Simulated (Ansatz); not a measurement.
Species: C5H10N, charge 0, multiplicity 2. It need not be the lowest isomer of its formula. SMILES: NC1C[CH]CC1
Coordinates optimised at B3LYP-D3(BJ)/def2-TZVP (Ansatz, a first-principles code):
```xyz
16

C     -1.6428     0.2783     0.0219
C     -1.2580    -1.1480    -0.2067
C      0.2650    -1.0783    -0.4209
C      0.7066     0.1405     0.3981
C     -0.4413     1.1448     0.1908
N      1.9945     0.6688    -0.0448
H     -2.6621     0.6359     0.0516
H     -1.5007    -1.7723     0.6664
H     -1.7811    -1.6064    -1.0521
H      0.4914    -0.8813    -1.4718
H      0.7836    -1.9937    -0.1304
H      0.7110    -0.1482     1.4610
H     -0.5317     1.8631     1.0126
H     -0.2285     1.7341    -0.7148
H      2.2534     1.4828     0.5017
H      2.7273    -0.0190     0.0903
```
Charge 0, spin multiplicity 2.

Parts of the frozen-core correlation energy in 6-31G (Ansatz, hartree). Frozen orbitals: 6; correlated occupied orbitals by spin: 18 and 17; virtual: 50 and 51. Open shells are spin-unrestricted. No spin-orbit coupling. Non-relativistic.

```
term                            value
-------------------------  ----------
reference (HF)             -249.45743
MP2 opposite-spin            -0.41526
MP2 same-spin                -0.12136
CCSD correlation             -0.60073
(T)                          -0.01472
T1 diagnostic                   0.008
largest doubles amplitude       0.020
<S^2> of the reference          0.766
```
